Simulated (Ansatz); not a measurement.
`[SH][Al]([SH])[Br]` and `C[O][Al]([SH])[SH]` differ in one atom or group.

Ansatz, PBE0-D4/def2-TZVP geometries, multiplicity 1. Each molecule was computed in one conformer, which needn't be the lowest.

Scalar relativity is left out up to krypton.

| property | `[SH][Al]([SH])[Br]` |
| --- | --- |
| HOMO–LUMO gap (PBE0/def2-TZVPP) / eV | 7.04 |
| LUMO energy (ωB97M-V/def2-TZVPP) / eV | 0.79 |
| HOMO energy (PBE0/def2-TZVPP) / eV | -7.95 |
| HOMO–LUMO gap (ωB97M-V/def2-TZVPP) / eV | 10.89 |
| size of the dipole moment (PBE/def2-TZVPP) / D | 1.91 |
| HOMO energy (PBE/def2-TZVPP) / eV | -6.72 |

Problem. Give the same properties after the change, and the shifts. (An estimate is asked.)

Solution. Computed: 
| property | `C[O][Al]([SH])[SH]` | shift |
| --- | --- | --- |
| HOMO–LUMO gap (PBE0/def2-TZVPP) / eV | 7.21 | 0.17 |
| LUMO energy (ωB97M-V/def2-TZVPP) / eV | 1.21 | 0.42 |
| HOMO energy (PBE0/def2-TZVPP) / eV | -7.62 | 0.33 |
| HOMO–LUMO gap (ωB97M-V/def2-TZVPP) / eV | 10.99 | 0.10 |
| size of the dipole moment (PBE/def2-TZVPP) / D | 0.95 | -0.96 |
| HOMO energy (PBE/def2-TZVPP) / eV | -6.40 | 0.32 |

With PBE0 the HOMO rises by 0.33 eV and the LUMO rises by 0.49 eV, so the gap widens by about 0.16 eV. PBE moves the HOMO by 0.32 eV and ωB97M-V by 0.33 eV. Dipoles are sizes alone; their direction can turn.

Spin–orbit coupling is left out; it splits and shifts lone-pair levels of the heavy atoms by tenths of an eV.
